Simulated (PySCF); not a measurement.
Ge(OEt)(NH2)3, SMILES C(C)[O][Ge]([NH2])([NH2])[NH2] (GFN2-xTB optimised geometry):

```
18

C      1.526    -0.232     2.137
C      1.592    -0.185     0.618
O      0.750    -1.128     0.000
Ge    -1.028    -1.128     0.000
N     -1.412    -2.077    -1.504
N     -1.601     0.607     0.000
N     -1.845    -1.906     1.437
H      2.261     0.447     2.563
H      0.532     0.067     2.466
H      1.726    -1.241     2.488
H      2.605    -0.430     0.278
H      1.346     0.827     0.277
H     -2.033    -2.860    -1.360
H     -0.594    -2.404    -1.997
H     -2.605     0.689     0.067
H     -1.308     1.128    -0.816
H     -1.927    -1.307     2.246
H     -1.440    -2.782     1.738
```

Method: PBE0/def2-SVP (PySCF).

**Question.** What are the frontier orbital energies and the dipole moment?

**Answer.** HOMO-2 -7.40 eV, HOMO-1 -7.05 eV, HOMO -6.94 eV, LUMO 1.11 eV, LUMO+1 2.22 eV; dipole moment 0.72 D.

Meta-Löwdin charges at PBE0/def2-SVP: C1 -0.31, C2 0.05, O3 -0.61, Ge4 1.15, N5 -0.68, N6 -0.68, N7 -0.67, H8 0.10, H9 0.10, H10 0.10, H11 0.10, H12 0.08, H13 0.21, H14 0.22, H15 0.21, H16 0.21, H17 0.21, H18 0.21.
